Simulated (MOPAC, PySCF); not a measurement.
System: SiN$_{3}$H$_{6}$Cl, net charge 0, singlet state. SMILES: N[Si](N)(N)Cl
Geometry: optimised at B3LYP-D3(BJ)/def2-TZVP (Ansatz).

Unscaled harmonic wavenumbers (cm⁻¹) in rising order, each level at the stationary point that it reaches from this structure (no distance between atoms moves by over 0.3 Å); the order of modes can differ between levels, and a negative number is imaginary. B3LYP-D3(BJ)/def2-TZVP (PySCF, at the structure above): 41, 48, 256, 256, 295, 305, 305, 348, 371, 373, 415, 482, 777, 828, 829, 844, 942, 943, 1579, 1579, 1582, 3583, 3583, 3584, 3674, 3675, 3676.

PM6 (MOPAC): 154, 154, 237, 237, 279, 286, 286, 347, 497, 549, 552, 552, 703, 717, 717, 861, 1012, 1012, 1543, 1543, 1552, 2801, 2801, 2801, 2837, 2837, 2846. Zero-point energy 43.9 against 50.3 kcal/mol; where all levels lie over 400 cm⁻¹, the wavenumbers are on average 0.934 times those of B3LYP-D3(BJ)/def2-TZVP.

PM7 (MOPAC): 80, 80, 201, 201, 249, 260, 260, 286, 403, 403, 410, 522, 791, 882, 882, 928, 983, 983, 1584, 1584, 1590, 2751, 2752, 2752, 2789, 2789, 2796. Zero-point energy 43.2 against 50.3 kcal/mol; where all levels lie over 400 cm⁻¹, the wavenumbers are on average 0.941 times those of B3LYP-D3(BJ)/def2-TZVP.
